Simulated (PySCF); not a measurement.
Vertical ionisation of several complexes

Computed with PySCF 2.14.0, PBE, def2-SVP on the ligands and scalar-relativistic core potentials on the metal (def2; Stuttgart 1997 for actinides; CRENBL for Ra), no spin-orbit coupling, vacuum. One electron is taken off at the relaxed geometry; the lower of the one or two spin states computed is given. Charges are Mulliken's.

```csv
compound,state,point group,M–first ligand (Å),ionisation energy (eV),−ε(HOMO) (eV),state after,change of charge on M (e),spin on M after (e)
[Pb(BH4)3]−,singlet,C3,2.246,4.95,2.63,doublet,0.17,0.16
[BiCl4]−,singlet,C4v,2.610,4.52,1.87,doublet,0.14,-0.05
[ReO2F2]−,singlet,C2,1.728,3.10,-0.21,doublet,0.55,0.94
[ReO3(OH)2]−,singlet,nearly C2,1.756,4.65,1.53,doublet,0.21,-0.17
```

(1) What follows for compound [WO3Br]−, state singlet, point group C3v, M–first ligand (Å) 1.760?

One start shape was tried for each compound. Distances are means of the shortest metal–ligand contacts. Open shells may have lower solutions than those found. Unstable modes were found for [BiCl4]−.

## Answers

(1) ionisation energy (eV): 4.98, −ε(HOMO) (eV): 1.72, state after: doublet, change of charge on M (e): 0.24, spin on M after (e): -0.15.
